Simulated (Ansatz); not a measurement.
One geometry of GeMe3(NHMe) (C4H13GeN), several levels of theory.

```yaml
crystal:
  periodic: [false, false, false]
  atoms:
    - {symbol: Ge, position_ang: [-0.006080, 0.438474, 0.003515]}
    - {symbol: C, position_ang: [0.061970, 0.408530, 1.965602]}
    - {symbol: H, position_ang: [-0.956542, 0.373244, 2.380663]}
    - {symbol: H, position_ang: [0.567044, 1.311334, 2.343591]}
    - {symbol: H, position_ang: [0.617391, -0.469279, 2.330327]}
    - {symbol: C, position_ang: [1.832097, 0.412407, -0.718581]}
    - {symbol: H, position_ang: [2.400967, 1.286890, -0.363941]}
    - {symbol: H, position_ang: [1.818910, 0.431504, -1.819629]}
    - {symbol: H, position_ang: [2.364253, -0.496046, -0.395465]}
    - {symbol: C, position_ang: [-0.975113, 2.012151, -0.656603]}
    - {symbol: H, position_ang: [-1.002078, 2.024252, -1.757685]}
    - {symbol: H, position_ang: [-0.481854, 2.936642, -0.318342]}
    - {symbol: H, position_ang: [-2.009936, 2.010408, -0.281888]}
    - {symbol: N, position_ang: [-0.999674, -1.033611, -0.532170]}
    - {symbol: C, position_ang: [-0.549637, -2.384324, -0.252232]}
    - {symbol: H, position_ang: [-1.381076, -0.945741, -1.471419]}
    - {symbol: H, position_ang: [0.314139, -2.734020, -0.859320]}
    - {symbol: H, position_ang: [-0.248628, -2.469242, 0.805504]}
    - {symbol: H, position_ang: [-1.366162, -3.113572, -0.401926]}
basis:
  gaussian: {orbitals: 6-31G}
hamiltonian: {xc: hf}
scf: {omitted_lower_state_checks: [starts]}
output: {orbitals: {seedname: orbitals}}
```

The file start.molden holds the orbitals of an earlier run on this structure, at another level or in another basis.

```sh
$ ansatz run in.yaml --threads 4 --pin off --events-out ev --progress --plain --max-ram 4787MiB
```

Output, abridged:

```
Functional definition: HF
1306 factors; integrals over basis functions are off by at most 2.1e-4 eV
mean field evaluation 1: about -62268.4031 eV, gradient 3.8e1 eV
mean field evaluation 2: about -62268.3982 eV, gradient 3.8e1 eV
mean field evaluation 4: about -62272.0399 eV, gradient 3.7e0 eV
mean field evaluation 8: about -62272.0801 eV, gradient 2.1e-4 eV
mean field -62272.08014735 eV, -2288.4567358833 hartree, gradient 2.0e-5 eV, S^2 0.000000; 0 other end points of the search recorded, 0 dependent functions left out
reference -62272.08014735 eV, -2288.4567358833 hartree; 38, 38 occupied and 62, 62 virtual orbitals, 1306 factors
Total energy: -62272.08014735 eV, -2288.4567358833 hartree
Checks for a lower state left out: starts
```

Hardware: 4 threads of Intel Xeon on a shared host. Wall time 2.2 s.

The first input with `gaussian: {orbitals: def2-TZVP, initial_orbitals: start.molden}`, `hamiltonian: {xc: pbe, dispersion: d4}` (abridged; 5.5 s):

```
Functional definition: PBE
mean field -62354.67972900 eV, -2291.4922145207 hartree, gradient 1.6e-5 eV, S^2 0.000000
Total energy: -62355.09570847 eV, -2291.5075014845 hartree
Checks for a lower state left out: starts
```

The first input with `gaussian: {orbitals: def2-TZVP, initial_orbitals: start.molden}`, `hamiltonian: {xc: pbe0, dispersion: d4}` (abridged; 9 s):

```
Functional definition: PBE0
mean field -62357.22340093 eV, -2291.5856927401 hartree, gradient 1.9e-5 eV, S^2 0.000000
Total energy: -62357.58084610 eV, -2291.5988286079 hartree
Checks for a lower state left out: starts
```

First input, but with `gaussian: {orbitals: STO-3G}` (abridged; 0.76 s):

```
Functional definition: HF
mean field -61572.86173676 eV, -2262.7609332414 hartree, gradient 9.0e-6 eV, S^2 0.000000
Total energy: -61572.86173676 eV, -2262.7609332414 hartree
Checks for a lower state left out: starts
```

First input, but with `gaussian: {orbitals: def2-TZVP, initial_orbitals: start.molden}`, `hamiltonian: {xc: {name: revPBE}, dispersion: d4}`, `output: {forces: true, orbitals: {seedname: orbitals}}` (abridged; 8 s):

```
Functional definition: revPBE
mean field -62365.24442939 eV, -2291.8804600991 hartree, gradient 9.6e-6 eV, S^2 0.000000
Total energy: -62366.45087605 eV, -2291.9247961962 hartree
Atom 0 force     0.140604     0.117366     0.015436 eV/Å
Atom 1 force     0.003523    -0.033153     0.196179 eV/Å
Atom 2 force     0.050934     0.005059    -0.026292 eV/Å
Atom 3 force    -0.026716    -0.045627    -0.026189 eV/Å
Atom 4 force    -0.026562     0.045002    -0.022178 eV/Å
Atom 5 force     0.192016    -0.006318    -0.063136 eV/Å
Atom 6 force    -0.025763    -0.039963    -0.016470 eV/Å
Atom 7 force    -0.009998     0.000695     0.057614 eV/Å
Atom 8 force    -0.034215     0.044096    -0.012770 eV/Å
Atom 9 force    -0.115636     0.142834    -0.084246 eV/Å
Atom 10 force     0.003084    -0.006182     0.055698 eV/Å
Atom 11 force    -0.020268    -0.051020    -0.013208 eV/Å
Atom 12 force     0.056914    -0.003244    -0.014390 eV/Å
Atom 13 force    -0.353146     0.058517    -0.016975 eV/Å
Atom 14 force     0.176470    -0.346072     0.054952 eV/Å
Atom 15 force     0.024789    -0.003610    -0.058071 eV/Å
Atom 16 force    -0.020340     0.035339     0.011390 eV/Å
Atom 17 force    -0.019820     0.034838    -0.032428 eV/Å
Atom 18 force     0.004133     0.051441    -0.004917 eV/Å
Dipole moment:     0.073069     0.035815    -0.093493 e Å
Checks for a lower state left out: starts
```

As the first input, with `gaussian: {orbitals: def2-SVP, initial_orbitals: start.molden}`, `hamiltonian: {xc: pbe0, dispersion: d4}` (abridged; 5 s):

```
Functional definition: PBE0
mean field -62343.67243032 eV, -2291.0877037552 hartree, gradient 1.9e-5 eV, S^2 0.000000
Total energy: -62344.02986890 eV, -2291.1008393807 hartree
Checks for a lower state left out: starts
```

As the first input, with `gaussian: {orbitals: def2-TZVP, initial_orbitals: start.molden}`, `hamiltonian: {xc: pbe}`, `correlation: {method: rpa}` and without the key `output` (abridged; 16 s):

```
Functional definition: PBE
mean field -62354.67957397 eV, -2291.4922088236 hartree, gradient 4.0e-6 eV, S^2 0.000000
14 core orbitals not correlated: weight in the atoms' cores, before any rotation towards them, 1.000 or more for the frozen orbitals, at most 0.000 for the correlated occupied ones
Total energy: -62335.48452324 eV, -2290.7868037202 hartree
Checks for a lower state left out: starts
```

Geometry: B3LYP-D4/def2-SVP.

The 6-31G sets use Cartesian d functions. Correlated methods freeze 14 core orbitals; core or outer-core shells of Ge are correlated, in sets that lack core-valence functions.
